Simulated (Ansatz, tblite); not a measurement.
Forces on Zn₅Cl₆O₂ at its PBE-D4/def2-SVP geometry. Charge 0, multiplicity 1.

The xTB rows come from tblite. The structure comes from a short search, and lower isomers may exist.

GFN1-xTB (tblite), largest force 0.53 eV/Å:

```xyz
13
positions Å, forces eV/Å
Zn   -1.193   -3.170    1.238   -0.064   -0.156    0.056
Zn    1.761    1.985    0.008    0.263    0.126    0.119
Zn    1.047   -1.346    1.666   -0.104   -0.134    0.015
Zn   -0.910   -0.143   -0.546   -0.023    0.225   -0.172
Zn   -0.771    2.290   -2.134   -0.117    0.045   -0.123
O     0.198    1.388   -0.778    0.085    0.065    0.025
O    -0.537   -1.499    0.644    0.027    0.096   -0.065
Cl   -2.767   -4.572    1.006    0.391    0.349    0.058
Cl    3.148    3.599    0.019   -0.338   -0.345   -0.036
Cl   -0.807    4.007   -3.380    0.006   -0.402    0.291
Cl   -2.426    0.499   -2.114    0.332    0.026    0.226
Cl    2.514    0.300    1.652   -0.398   -0.187   -0.165
Cl    0.743   -3.336    2.720   -0.060    0.293   -0.229
```

GFN2-xTB (tblite), largest force 0.70 eV/Å:

```
Zn -0.068 -0.405 0.209
Zn 0.349 -0.123 0.346
Zn -0.001 -0.059 0.039
Zn 0.175 0.240 -0.035
Zn -0.345 0.173 -0.379
O -0.200 -0.201 -0.002
O 0.015 0.332 -0.228
Cl 0.329 0.310 0.039
Cl -0.365 -0.359 -0.048
Cl 0.027 -0.393 0.300
Cl 0.587 0.108 0.357
Cl -0.272 0.049 -0.227
Cl -0.231 0.328 -0.371
```

PBE0-D4/def2-SVP (Ansatz), largest force 0.18 eV/Å:

```
Zn 0.073 0.122 -0.023
Zn -0.071 -0.041 -0.024
Zn -0.157 -0.066 -0.062
Zn 0.086 0.051 0.029
Zn 0.031 -0.094 0.088
O -0.055 0.009 -0.045
O 0.108 -0.014 0.069
Cl 0.066 0.063 0.007
Cl -0.067 -0.067 -0.010
Cl 0.007 -0.076 0.060
Cl 0.136 0.038 0.074
Cl -0.104 -0.019 -0.065
Cl -0.053 0.095 -0.099
```
